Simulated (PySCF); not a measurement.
Si(H)2(NH2)2 (H6N2Si), SMILES N[SiH2]N. Geometry optimised at PBE0-D3(BJ)/def2-TZVP. The values are those of a single conformer.

Computed equilibrium geometry at PBE0-D3(BJ)/def2-TZVP (PySCF confirms it by a frequency run) as Cartesian coordinates in Å, and its point group (one conformer of several):
point group C2.
```xyz
9

Si     0.0000     0.0000    -0.4989
N      1.3883     0.0049     0.5011
N     -1.3883    -0.0049     0.5011
H     -0.2108     1.1876    -1.3776
H      0.2108    -1.1876    -1.3776
H      1.5494     0.7347     1.1755
H      2.2459    -0.4164     0.1864
H     -2.2459     0.4164     0.1864
H     -1.5494    -0.7347     1.1755
```
